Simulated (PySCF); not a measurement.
C6H6F3 (doublet state).
Geometry (GFN2-xTB, Å), atoms numbered from 1 in this order:
```
atom  x, y, z in Å
F1     3.3774   -0.6075   -0.6929
C2     2.2153    0.0266   -0.4846
F3     1.9956    0.7855   -1.5835
F4     2.4409    0.9140    0.5120
C5     1.1030   -0.9090   -0.1905
C6    -0.1556   -0.4409    0.0566
C7    -1.3801   -1.0241    0.3564
C8    -2.0906    0.2815    0.4376
C9    -0.7371    0.9532    0.1038
H10    1.3450   -1.9577   -0.1832
H11   -1.7069   -2.0379    0.4866
H12   -2.8780    0.4269   -0.3036
H13   -2.5008    0.5240    1.4191
H14   -0.7048    1.4870   -0.8431
H15   -0.3277    1.5863    0.8875
```

The hyperfine couplings belong to this conformer and change with its torsions.

As a line formula: `FC(F)(F)/C=C1/[CH]CC1` [radical].

Theory: PySCF, UKS B3LYP, pcH-1 on C F H, non-relativistic, mean-field spin-orbit, GIAO. Geometry: GFN2-xTB; no solvent, vibrations or thermal averaging. The geometry wasn't refined by DFT: couplings that depend on bond lengths, twists or pyramidal angles can differ widely from those at the functional's own minimum. No stability test was run, so a lower SCF solution isn't excluded. ⟨S²⟩ is 0.775 where a pure state has 0.75.

The Mulliken spin populations are largest on C7 (+0.65), C5 (+0.61) and C6 (-0.24). The positive populations add up to 1.38 and the negative ones to -0.38, together 2S = 1. The angles at C7 add up to 360.0°, so it is planar; its axial dipolar tensor and the negative coupling of its proton fit spin in a p orbital normal to that plane.

McConnell's relation a(H) = Q·ρ ties the coupling of a proton on a planar π carbon to the spin population of that carbon. What Q do the computed values give?

| H | C | ρ(C) | a(H) (G) | a/ρ (G) |
| --- | --- | --- | --- | --- |
| H10 | C5 | +0.614 | -14.01 | -22.8 |
| H11 | C7 | +0.649 | -14.38 | -22.2 |

A least-squares line through the origin gives Q = -22.5 G with Mulliken populations.

How do the β-proton couplings of this frozen conformer go with θ, the angle between the C–H bond and the normal to the plane of the spin centre's three neighbours, both seen down the bond from centre to carbon?

```json
{"β H": "H12", "on": "C8", "centre": "C7", "θ (°)": "27", "cos²θ": "0.80", "a (G)": "+28.83"}
{"β H": "H13", "on": "C8", "centre": "C7", "θ (°)": "27", "cos²θ": "0.80", "a (G)": "+28.88"}
```

Couplings in gauss use g_iso = 2.0025.
